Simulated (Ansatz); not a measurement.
Ideal-gas functions of C$_{2}$H$_{5}$AlO (`[OH][Al]1[CH2][CH2]1`) at 600 K and 1 bar, from an Ansatz frequency run at PBE0-D4/def2-TZVP.

Molar mass 72.04 g/mol, point group Cs (symmetry number 1), electronic degeneracy 1, moments of inertia 25.787, 136.678, 156.084 u Å². Harmonic wavenumbers (cm⁻¹, unscaled): 162, 199, 221, 353, 542, 611, 623, 678, 818, 840, 959, 995, 1012, 1172, 1399, 1413, 3093, 3101, 3152, 3172, 3958.

Use S(trans) = R[1.5 ln M + 2.5 ln T − 1.1517]; rotational temperatures θ = 24.2544 K / I; S(rot) = R[ln(√π/σ · √(T³/θAθBθC)) + 1.5]; for each mode x = 1.438777 ν̃/T, S = R[x/(eˣ − 1) − ln(1 − e⁻ˣ)] and H = RT x/(eˣ − 1); 1 cm⁻¹ = 0.0119627 kJ/mol; R = 8.31446 J/(mol·K).

Q: By hand: the entropy, in J/(mol·K).

A: Translation 176.7. Rotation: θ = 0.9406, 0.1775, 0.1554 K, giving 112.2. Vibration, mode by mode: 16.23, 14.54, 13.69, 9.94, 6.70, 5.84, 5.71, 5.13, 3.93, 3.77, 3.01, 2.81, 2.72, 2.01, 1.30, 1.27, 0.04, 0.04, 0.04, 0.04, 0.01, in all 98.8. Electronic 0.0. Sum 387.7 J/(mol·K).

Q: By hand: H − E and G − E in kJ/mol, counted from the electronic energy.

A: Zero-point energy ½ × 28473 × 0.0119627 = 170.3; thermal vibration 32.7; translation, rotation and pV give 4 RT = 20.0. H − E = 223.0 kJ/mol, and G − E = 223.0 − 600 × 387.7/1000 = -9.6 kJ/mol.

Vibration gives 25 % of the entropy. The sum counts one conformer and one mirror image; others add a mixing term.
